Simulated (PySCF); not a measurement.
As2BFH4.

```xyz
8

B      0.0000     0.0000     0.6809
As     1.8031     0.0627    -0.2972
H      2.4315    -1.0714     0.5094
H      1.3448    -0.8390    -1.4390
As    -1.8031    -0.0627    -0.2972
H     -2.4315     1.0714     0.5094
H     -1.3448     0.8390    -1.4390
F      0.0000     0.0000     2.0076
```
Charge 0, spin multiplicity 1.

Geometry optimised at B3LYP-D3(BJ)/def2-SVP. The structure was generated by enumeration, and PubChem lists no compound with its InChIKey, so it may never have been made.

Method: PBE0/pcSseg-1 (PySCF). Non-relativistic, no solvent.

Computed absolute GIAO shielding of each atom: isotropic value and principal components (ppm):
| atom | σ(iso) | σ11 | σ22 | σ33 | span |
|---|---|---|---|---|---|
| B1 | 10.1 | -94.7 | 48.3 | 76.6 | 171.4 |
| As2 | 1783.5 | 1633.3 | 1730.0 | 1987.1 | 353.8 |
| H3 | 28.2 | 21.7 | 23.0 | 39.9 | 18.2 |
| H4 | 28.3 | 20.9 | 25.9 | 38.2 | 17.3 |
| As5 | 1783.5 | 1633.3 | 1730.0 | 1987.1 | 353.8 |
| H6 | 28.2 | 21.7 | 23.0 | 39.9 | 18.2 |
| H7 | 28.3 | 20.9 | 25.9 | 38.2 | 17.3 |
| F8 | 104.5 | -125.9 | -46.1 | 485.4 | 611.3 |
